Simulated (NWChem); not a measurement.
# SnH₄; SMILES [SnH4]

Program: NWChem. Structure relaxed at the PBE0/def2-SVP level. def2 effective core potentials on Sn; no spin-orbit coupling.

Isotropic polarisabilities at PBE0/def2-SVPD: 44.94 bohr³ (static) and 45.51 bohr³ at ω = 0.0428 Ha (1065 nm).

**Question.** Fit one effective oscillator, α(ω) = α(0)/(1 − ω²/ω₀²), predict α at ω = 0.1139 Ha (400 nm) and compare with a run.

**Answer.** 
1. 1 − α(0)/α(ω) = 0.0125 = (ω/ω₀)², so ω₀ = 0.382 Ha = 10.4 eV.
2. At the second frequency, (ω/ω₀)² = 0.089 and α = 49.3 bohr³.
3. The run gives 49.4 bohr³, a difference of 0.2 %.
